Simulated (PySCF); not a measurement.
PySCF 2.14 output of a UHF calculation on a single atom or ion in x2c-TZVPall (8s6p6d1f, 63 functions), with scalar relativity by spin-free X2C-1e:

```
SCF conv_tol = 1e-09
number electrons alpha = 23  beta = 18
cycle= 1 E= -3817.23452197025  delta_E= -0.00258  |g|= 0.0149  |ddm|= 0.0399
cycle= 2 E= -3817.23461671863  delta_E= -9.47e-05  |g|= 0.00325  |ddm|= 0.00963
cycle= 3 E= -3817.23462342697  delta_E= -6.71e-06  |g|= 0.000624  |ddm|= 0.00589
cycle= 4 E= -3817.23462385962  delta_E= -4.33e-07  |g|= 0.000286  |ddm|= 0.00183
cycle= 5 E= -3817.23462406219  delta_E= -2.03e-07  |g|= 8.3e-05  |ddm|= 0.00201
cycle= 6 E= -3817.23462408423  delta_E= -2.2e-08  |g|= 1.48e-05  |ddm|= 0.000905
cycle= 7 E= -3817.23462408442  delta_E= -1.84e-10  |g|= 2.16e-06  |ddm|= 6.61e-05
converged SCF energy = -3817.23462408442  <S^2> = 8.7551072  2S+1 = 6.0017022
```

The run itself started from symmetry-adapted Hartree-Fock orbitals and held the occupation by maximum overlap, so the iterations belong to that start.

Which element, charge and spin multiplicity is this?

Nb (niobium, neutral), multiplicity 6; the state was [Kr] 4d4 5s1, high-spin 6D determinant.
